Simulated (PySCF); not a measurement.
## Electron correlation in O (oxygen, neutral)

[He] 2s1 2p5, high-spin 3P determinant (an excited configuration). Computed with PySCF 2.14 in ANO-RCC-VTZP (4s3p2d1f, 30 functions), with the spin-free X2C one-electron Hamiltonian (Gaussian nucleus). Frozen: nothing; 8 electrons correlated.

```tsv
level	correlation energy (mhartree)
CCSD	-206.48
(T)	-7.31
CCSD(T)	-213.79
CCSDT	-214.96
```

Diagnostics: T1 = 0.015, D1 = 0.0273, largest double amplitude 0.080.

Q: Is a single reference adequate?

A: Mostly. T1 lies below 0.03, but a double amplitude of this size points to a near-degeneracy that CCSD handles and MP2 describes poorly.
